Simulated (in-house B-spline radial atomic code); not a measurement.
**Binding energies in Er6+**

NIST's tabulated ground configuration is [Kr] 4d10 4f10 5s2 5p4; each binding energy is the energy of the ion with one electron taken from that subshell, relaxed, less that of the parent. Computed with a radial B-spline atomic code at the basis-set limit: Dirac-Hartree-Fock, average of configuration, Fermi nucleus of rms radius 5.2516 fm. Energies include first-order Breit, QED and recoil terms.

| subshell | X-ray name | binding energy (eV) | -ε (eV) | relaxation (eV) |
| --- | --- | --- | --- | --- |
| 2s | L1 | 9857.1 | 9933.5 | 45.1 |
| 3s | M1 | 2323.8 | 2353.4 | 23.4 |
| 3d3/2 | M4 | 1552.3 | 1579.8 | 25.4 |
| 3d5/2 | M5 | 1511.1 | 1537.4 | 25.0 |
| 4s | N1 | 555.8 | 565.3 | 8.2 |
| 4d3/2 | N4 | 280.8 | 287.8 | 6.7 |
| 4d5/2 | N5 | 272.9 | 279.4 | 6.4 |
| 5s | O1 | 140.9 | 141.9 | 0.8 |
| 5p | O2,3 | 109.7 | 110.4 | 0.6 |
| 4f | N6,7 | 100.1 | 105.0 | 5.0 |

Relaxation = -ε minus the binding energy without Breit, QED and recoil terms.

**Question.** What does it cost to remove both a 4d5/2 and a 5s electron?

**Answer.** 434.74 eV, which is 20.98 eV more than the two single binding energies together.

**Question.** What does it cost to remove both a 2s and a 4d3/2 electron?

**Answer.** 10174 eV, which is 35.77 eV more than the two single binding energies together.

**Question.** What does it cost to remove both a 4s and a 4d3/2 electron?

**Answer.** 865.68 eV, which is 29.08 eV more than the two single binding energies together.
